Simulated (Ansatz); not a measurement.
CH$_{9}$NOSi$_{2}$, SMILES `CO[SiH2][SiH2]N` at its PBE0-D4/def2-TZVP geometry, where that method's forces vanish. The species carries charge 0 and has multiplicity 1.

```csv
atom,x (Å),y (Å),z (Å)
C1,1.8822,-1.0252,-0.3335
O2,0.7331,-1.3997,-1.0594
Si3,-0.5129,-0.3583,-1.3394
Si4,-1.5326,0.3956,0.6386
N5,-0.3943,1.3619,1.5149
H6,2.5128,-1.9081,-0.2157
H7,2.4563,-0.2584,-0.8676
H8,1.6264,-0.6387,0.6596
H9,-1.4841,-1.0972,-2.1859
H10,-0.0248,0.8339,-2.1040
H11,-2.8127,1.0844,0.2703
H12,-1.9062,-0.7417,1.5239
H13,-0.6103,1.6317,2.4625
H14,0.0670,2.1196,1.0357
```

Question: For each bond, give half the difference of the two atoms' forces along it (eV/Å; positive pushes the atoms apart) under PBE-D4, r2SCAN-D4, B3LYP-D4, ωB97M-V in def2-TZVPP. (Estimate.)

Answer: Ansatz gave: 
| bond | length (Å) | PBE-D4 | r2SCAN-D4 | B3LYP-D4 | ωB97M-V |
| --- | --- | --- | --- | --- | --- |
| C1–O2 | 1.410 | 0.25 | 0.31 | 0.30 | 0.27 |
| C1–H6 | 1.091 | 0.08 | -0.07 | -0.12 | -0.11 |
| C1–H7 | 1.097 | 0.08 | -0.06 | -0.08 | -0.11 |
| C1–H8 | 1.096 | 0.07 | -0.07 | -0.10 | -0.10 |
| O2–Si3 | 1.648 | 0.30 | -0.01 | 0.06 | 0.07 |
| Si3–Si4 | 2.350 | -0.17 | -0.01 | 0.05 | -0.02 |
| Si3–H9 | 1.485 | 0.05 | -0.03 | -0.13 | -0.14 |
| Si3–H10 | 1.498 | 0.04 | -0.01 | -0.09 | -0.12 |
| Si4–N5 | 1.731 | 0.10 | 0.01 | 0.12 | 0.14 |
| Si4–H11 | 1.500 | 0.04 | -0.02 | -0.09 | -0.13 |
| Si4–H12 | 1.489 | 0.08 | -0.02 | -0.11 | -0.13 |
| N5–H13 | 1.009 | 0.20 | 0.01 | -0.01 | -0.04 |
| N5–H14 | 1.008 | 0.21 | 0.02 | -0.01 | -0.03 |

B3LYP here is the variant with VWN-RPA as its local correlation; programs differ in this.
